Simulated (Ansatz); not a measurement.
Input and output for `[NH]=[Mo](=[NH])([OH])[F]`.

```yaml
crystal:
  periodic: [false, false, false]
  atoms:
    - {symbol: N, position_ang: [-1.054081, 0.892291, 0.551577]}
    - {symbol: Mo, position_ang: [0.084721, 0.044329, -0.421247]}
    - {symbol: N, position_ang: [1.636233, 0.099349, 0.314016]}
    - {symbol: O, position_ang: [-0.432362, -1.764925, -0.507026]}
    - {symbol: F, position_ang: [0.171868, 0.867235, -2.091219]}
    - {symbol: H, position_ang: [-1.299453, 1.446562, 1.361049]}
    - {symbol: H, position_ang: [2.317314, 0.365657, 1.010995]}
    - {symbol: H, position_ang: [-1.332140, -2.007498, -0.273945]}
basis:
  gaussian: {orbitals: def2-TZVPD, nuclear_model: gaussian}
hamiltonian: {xc: {name: r2SCAN50}}
```

```sh
$ ansatz run in.yaml --threads 4 --pin off --events-out ev --progress --plain --max-ram 10444MiB
```

Output, abridged:

```
Functional definition: r2SCAN50
  name "r2SCAN50"
  cite "Bursch, Neugebauer, Ehlert & Grimme, J. Chem. Phys. 156, 134105 (2022) doi:10.1063/5.0086040"
  cite "Furness, Kaplan, Ning, Perdew & Sun, J. Phys. Chem. Lett. 11, 8208 (2020) doi:10.1021/acs.jpclett.0c02405"
  cite "Furness, Kaplan, Ning, Perdew & Sun, J. Phys. Chem. Lett. 11, 9248 (2020) doi:10.1021/acs.jpclett.0c03077"
  parent r2scan
  parameter a = 0.5
  parameter k0 = 0.174
  parameter k1 = 0.065
  parameter a1 = 4.9479
  exchange = (1 - a)*r2scan_x(k0 = k0, k1 = k1, a1 = a1) + a*exact_x
  correlation = r2scan_c
1394 factors; their error is unknown
mean field evaluation 1: about -9630.7555 eV, gradient 9.6e1 eV
mean field evaluation 2: about -9556.6464 eV, gradient 2.3e2 eV
mean field evaluation 4: about -9646.0881 eV, gradient 1.3e1 eV
mean field evaluation 8: about -9646.3776 eV, gradient 1.9e-1 eV
mean field evaluation 16: about -9646.5656 eV, gradient 1.9e-3 eV
mean field -9646.56556178 eV, -354.5047457185 hartree, gradient 8.6e-5 eV, S^2 0.000000; 0 other end points of the search recorded, 0 dependent functions left out
reference -9646.56557683 eV, -354.5047462716 hartree; 24, 24 occupied and 197, 197 virtual orbitals, 1394 factors
Total energy: -9646.56557683 eV, -354.5047462716 hartree
```

It took 2 s on 4 threads of an Intel Xeon 6975P-C on a shared host, with 0.46 GiB of host memory at the peak.
